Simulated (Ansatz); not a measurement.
A set of 12 reactions (hydrolysis), with CCSD(T)/CBS values in kJ/mol:

| reaction | ΔE |
| --- | --- |
| `C[CH2][Al]([OH])[SH]` + H₂O → `C[CH2][Al]([OH])[OH]` + H₂S | -19.0 |
| `BCN=C` + H₂O → `C=NCO` + BH₃ | 81.6 |
| `C[S][GeH2][Cl]` + H₂O → `C[S][GeH2][OH]` + HCl | 52.8 |
| `C[SiH](F)CF` + H₂O → `C[SiH](F)CO` + H–F | -0.9 |
| `O[Si]1(CS)[NH][AlH]1` + H₂O → `OCS` + `O[SiH]1[NH][AlH]1` | 101.9 |
| `[NH2][W](=[O])([F])=[S]` + H₂O → `[NH2][W](=[O])([OH])=[S]` + H–F | 26.0 |
| `CN[SiH2]CCl` + H₂O → `O[SiH2]CCl` + CH₃NH₂ | -38.4 |
| `CN(C)[Si](O)(O)Br` + H₂O → `CN(C)[Si](O)(O)O` + HBr | 2.7 |
| `[NH2][W](=[O])(=[O])[F]` + H₂O → `[O]=[W](=[O])([OH])[F]` + NH₃ | -15.9 |
| `O[SiH2]CC[SiH3]` + H₂O → `OCC[SiH2]O` + SiH₄ | 63.8 |
| `[NH2][Y]([F])[F]` + H₂O → `[NH2][Y]([OH])[F]` + H–F | 54.6 |
| `N[Si](N)(O)O[SiH3]` + H₂O → `N[Si](N)(O)O` + `O[SiH3]` | 24.6 |

Program: Ansatz. Geometries: PBE0-D4/def2-TZVP. ΔE: electronic, gas phase. CBS: MP2 limit from def2 TZ/QZ plus the TZ coupled-cluster correction, frozen cores. This one scheme is used for every species. Functionals use def2-TZVPP. B3LYP here is the variant with VWN-RPA as its local correlation; programs differ in this. Elements past krypton have def2 core potentials. For Br, Ge, W, Y outer-core shells are correlated without core-valence functions, which leaves a few kJ/mol of doubt a bond. Scalar relativity is left out up to krypton. Each species was taken in one conformer, which may not be the lowest.

(1) Give the mean, mean absolute and largest difference (level minus CCSD(T)/CBS, kJ/mol) for: PBE0-D4, ωB97X-V, PBE, r2SCAN, B3LYP, HF/def2-TZVPP, SCS-MP2/def2-TZVPP, CCSD/def2-TZVPP, CCSD(T)/def2-TZVPP, HF/def2-QZVPP, MP2/def2-QZVPP, SCS-MP2/def2-QZVPP, MP2/CBS(def2), CCSD/CBS(def2). (Estimate.)

The largest T1 diagnostic in the set is 0.023, for `[O]=[W](=[O])([OH])[F]` (customary mark 0.02).

CCSD(T)/CBS is a level of theory with its own doubt, and the functionals carry their triple-zeta basis error, so these figures describe this set and don't rank the functionals.

Answers

(1) The calculation gave: 
| level | mean | mean absolute | largest |
| --- | --- | --- | --- |
| PBE0-D4 | 0.6 | 3.0 | 5.9 |
| ωB97X-V | -3.7 | 6.5 | -12.5 |
| PBE | -2.2 | 6.0 | -16.0 |
| r2SCAN | -2.5 | 5.8 | -9.8 |
| B3LYP | -6.5 | 10.4 | -22.7 |
| HF/def2-TZVPP | -9.6 | 13.3 | -29.3 |
| SCS-MP2/def2-TZVPP | -4.5 | 4.7 | -8.6 |
| CCSD/def2-TZVPP | -4.7 | 4.9 | -10.4 |
| CCSD(T)/def2-TZVPP | -3.8 | 3.8 | -7.9 |
| HF/def2-QZVPP | -9.2 | 13.6 | -29.6 |
| MP2/def2-QZVPP | 0.9 | 2.8 | 7.2 |
| SCS-MP2/def2-QZVPP | -2.3 | 2.6 | -4.9 |
| MP2/CBS(def2) | 2.4 | 4.0 | 9.3 |
| CCSD/CBS(def2) | -0.9 | 1.4 | -3.5 |
